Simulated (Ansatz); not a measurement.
**A geometry optimisation of CHCl2FGe with PBE0-D3(BJ)/def2-SVP**

The starting geometry of this gas-phase singlet was optimised with GFN2-xTB.

```tsv
atom	x (Å)	y (Å)	z (Å)
C	-0.2733	-1.2052	-0.3309
Cl	-0.8875	-2.8535	0.1125
Cl	-1.5600	-0.2325	-1.0045
F	-1.4752	-0.5087	2.1931
Ge	0.0988	-1.2659	1.7404
H	0.4749	-1.3599	-1.1050
```

Q: Where would you expect an optimisation with PBE0-D3(BJ)/def2-SVP to take it?

A: It keeps its bonds.

The energy falls by 0.14 eV over 7 steps:

```csv
step,E − E(last) (eV)
1,0.140
2,0.035
3,0.006
4,0.001
5,0.000
6,0.000
7,0.000
```

Final geometry (Å):

```xyz
6

C    -0.3255   -1.2519   -0.2935
Cl   -0.9068   -2.9693    0.0002
Cl   -1.5650   -0.2180   -0.9580
F    -1.4318   -0.4713    2.1651
Ge    0.1060   -1.1750    1.7018
H     0.5008   -1.3403   -1.0099
```

Frequencies at the end are all real (lowest 87 cm⁻¹). Run with Ansatz 0.2.0, 19 s on 1 thread of Intel(R) Xeon(R) 6975P-C (Granite Rapids), with other jobs on the host.
